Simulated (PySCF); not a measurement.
Compound: BiH2(SiMe3), C₃H₁₁BiSi.
Structure used (PBE0-D3(BJ)/def2-SVP), in Å, numbered top down from 1:
```
atom  x, y, z in Å
Bi1    1.173    1.930    1.526
H2     2.542    1.884    0.360
H3     0.325    3.132    0.492
Si4   -0.015   -0.040    0.147
C5     0.884   -1.655    0.522
C6    -1.809   -0.162    0.716
C7     0.047    0.308   -1.703
H8     0.411   -2.487   -0.027
H9     0.851   -1.897    1.595
H10    1.940   -1.605    0.213
H11   -1.877   -0.378    1.793
H12   -2.353    0.775    0.519
H13   -2.326   -0.973    0.175
H14   -0.483    1.241   -1.947
H15    1.086    0.407   -2.051
H16   -0.428   -0.515   -2.264
```

Method used: PBE0-D3(BJ)/def2-SVP geometry optimisation, gas phase, def2 core potentials past Kr in PySCF 2.14.0.

(1) Which atoms are bound to Bi1, and at what distances?

(2) List the angles at Bi1.

(3) What is the shape at Bi1?

(4) What are the other bond lengths?

(5) Give some angles away from the centre.

## Answers

(1) 3 atoms: H3 1.799 Å, H2 1.799 Å, Si4 2.682 Å. The nearest atom not counted as bound is C6, at 3.73 Å (others tie with it).

(2) 
| angle | degrees | distance of the outer atoms (Å) |
| --- | --- | --- |
| H2–Bi1–H3 | 90.2 | 2.55 |
| H3–Bi1–Si4 | 89.2 | 3.21 |
| H2–Bi1–Si4 | 89.1 | 3.21 |

(3) Pyramidal: angles 90.2°, 89.2° and 89.1°, sum 268.5°, 1.16 Å off the plane of its three neighbours.

(4) Si4–C5, Si4–C6, Si4–C7 1.885 Å; C5–H8 and 8 like bonds 1.102 Å.

(5) Bi1–Si4–C5 108.4°, Bi1–Si4–C7 110.8°, C5–Si4–C6 109.7°.

Point group: Cs (every atom within 0.08 Å of its image). Charge 0, singlet. PBE0-D3(BJ)/def2-SVP frequencies: not computed here.

Time: 39 s; peak memory 0.57 GiB. Hardware: one thread of an AMD EPYC 9B45, no GPU, shared host with 96 logical CPUs at a one-minute load of 9.7. These figures are those of the optimisation.
